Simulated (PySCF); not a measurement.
Input for PySCF: R-B3LYP/LANL2DZ on H2O2Se (SMILES O[Se]O), a point of a torsion scan.

```python
from pyscf import gto, scf, dft, mp
from pyscf.data.elements import chemcore

mol = gto.M(
    atom='''
    O     1.16054876    0.50136814   -0.36434968
    Se   -0.15365566   -0.71143153   -0.49728934
    O     0.28591207   -1.73513958    0.90538548
    H     2.01220329    0.06086619   -0.44491697
    H    -0.09514359   -1.39224923    1.71985205
    ''',
    basis='lanl2dz',
    ecp={'Se': 'lanl2dz'},
    charge=0, spin=0, verbose=3, max_memory=1800)
mf = dft.RKS(mol, xc='b3lyp')
mf.conv_tol = 1e-8
mf.max_cycle = 100
mf.kernel()
if not mf.converged:
    mf = mf.newton().run(mf.mo_coeff, mf.mo_occ)
```

It printed:

```
converged SCF energy = -160.808737477082
```

Self-consistency was reached.

Cost: roughly 4 core-seconds.
